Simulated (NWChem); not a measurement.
Molecule: Si2H4SClF; SMILES [SiH2](F)S[SiH2]Cl

```xyz
9

Si    -0.5469     1.7074    -0.5107
F     -0.6354     2.6233     0.8255
S      1.2080     0.4883    -0.4728
Si     0.4860    -1.0939     0.7807
Cl    -0.7015    -2.4188    -0.2693
H     -1.7669     0.8604    -0.5434
H     -0.4147     2.6044    -1.6842
H     -0.3368    -0.5388     1.8877
H      1.6855    -1.8162     1.2724
```
Atoms are numbered in this order, from 1.

Results from NWChem. Medium grid unless said otherwise, to which SCAN and Minnesota functionals are sensitive. The geometry was optimised at PBE0/def2-SVP. Total energies of different functionals are on different scales.

```csv
level,energy (Ha),highest occupied level (eV),orbital gap (eV),dipole (D)
B3LYP/def2-SVP,-1539.3146,-7.84,7.55,0.21
PBE/def2-SVP,-1538.4818,?,5.86,0.19
N12/def2-SVP,-1539.1035,-6.75,5.89,0.25
M06/def2-SVP,-1539.1714,-8.09,7.95,0.29
BP86/def2-SVP,-1539.3790,-7.01,5.88,0.18
SCAN/def2-SVP,-1539.3150,-7.30,6.43,0.20
MPW1K/def2-SVP,-1539.2840,-9.14,9.54,0.23
B97-2/def2-SVP,-1539.3089,-7.95,7.75,0.20
```

Task: Complete the blanks.

Result: 
- PBE/def2-SVP, highest occupied level (eV): -6.91
